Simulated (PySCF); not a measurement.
Breaking a bond: SMILES C=N, singlet. The C1–N4 bond (C1 also carries H, H; N4 carries H) is pulled apart rigidly from the PBE0/def2-TZVP optimised geometry. Each curve is given relative to its own lowest point near equilibrium.

| R / Å | A | B | C | D |
|---|---|---|---|---|
| 1.00 | 5.280 | 5.365 | 5.357 | 4.863 |
| 1.08 | 2.245 | 2.319 | 2.301 | 1.998 |
| 1.13 | 1.135 | 1.196 | 1.178 | 0.971 |
| 1.18 | 0.457 | 0.502 | 0.487 | 0.360 |
| 1.23 | 0.103 | 0.131 | 0.120 | 0.062 |
| 1.26 | 0.012 | 0.028 | 0.021 | 0.000 |
| 1.30 | 0.000 | 0.000 | 0.000 | 0.024 |
| 1.34 | 0.088 | 0.072 | 0.080 | 0.145 |
| 1.40 | 0.359 | 0.319 | 0.339 | 0.462 |
| 1.48 | 0.888 | 0.816 | 0.855 | 1.052 |
| 1.58 | 1.684 | 1.572 | 1.636 | 1.928 |
| 1.69 | 2.621 | 2.441 | 2.533 | 2.946 |
| 1.89 | 5.078 | 3.854 | 3.804 | 4.701 |
| 2.07 | — | 4.799 | 3.688 | 6.056 |
| 2.26 | — | 5.438 | — | 7.230 |
| 2.55 | — | 5.890 | — | 8.568 |
| 2.74 | — | 6.007 | — | 9.207 |
| 3.08 | — | 6.089 | — | 10.016 |
| 3.41 | — | 6.114 | — | — |
| 3.75 | — | 6.124 | — | — |
| 4.40 | — | 6.131 | — | — |

Energies in eV.

Question: Assign the columns to these levels of theory: CASSCF(4,4)/cc-pVDZ (PySCF); CCSD(T) on RHF/cc-pVDZ, 2 core orbitals frozen (PySCF); PySCF with restricted LDA (SVWN5)/cc-pVDZ; MP2 on RHF/cc-pVDZ, 2 core orbitals frozen in PySCF.

Answer: A is RMP2; B is CASSCF(4,4); C is RCCSD(T); D is RKS-LDA (SVWN5).

Dashes: no converged value, or the column stops at the first point that the program doubted or that broke a chosen test of continuity, which isn't proof of a fault.

The restricted form behind RMP2, RKS-LDA (SVWN5) keeps the bonding electrons paired and can't separate into open-shell fragments. The T1 diagnostic of CCSD on the restricted reference of RMP2, RCCSD(T) exceeds 0.045 at 1.89 to 2.55 Å.
